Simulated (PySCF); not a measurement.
Ligand exchange on a metal centre used in film growth or etching (Ti F-NH2). Isolated molecules, 0 K electronic values unless said otherwise. One relaxed conformer stands for each flexible species; it need not be the lowest.

These are PySCF 2.14.0 with B3LYP-D3(BJ)/def2-TZVP // r2SCAN-D4/def2-SVP values and carry that method's errors. B3LYP has the VWN-RPA correlation part, as in Gaussian. 

```csv
species,HOMO (eV),charge on the central atom (meta-Löwdin) (e),LUMO (eV),charge on the central atom (Mulliken) (e),mean distance from the central atom to its bonded neighbours (Å)
0 of 4 F replaced by NH2 ([Ti(F)4]),-12.24,1.69,?,1.66,?
1 of 4 F replaced by NH2 ([Ti(F)3(NH2)]),?,1.57,-2.77,1.60,1.775
2 of 4 F replaced by NH2,?,1.45,?,1.55,1.814
3 of 4 F replaced by NH2,-6.98,1.34,-1.27,1.54,1.853
4 of 4 F replaced by NH2 ([Ti(NH2)4]),-6.56,?,-0.92,1.62,1.891
```

Question: Complete the blanks.

Answer: 
- 0 of 4 F replaced by NH2 ([Ti(F)4]), LUMO (eV): -3.42
- 0 of 4 F replaced by NH2 ([Ti(F)4]), mean distance from the central atom to its bonded neighbours (Å): 1.735
- 1 of 4 F replaced by NH2 ([Ti(F)3(NH2)]), HOMO (eV): -8.32
- 2 of 4 F replaced by NH2, HOMO (eV): -7.52
- 2 of 4 F replaced by NH2, LUMO (eV): -1.91
- 4 of 4 F replaced by NH2 ([Ti(NH2)4]), charge on the central atom (meta-Löwdin) (e): 1.25
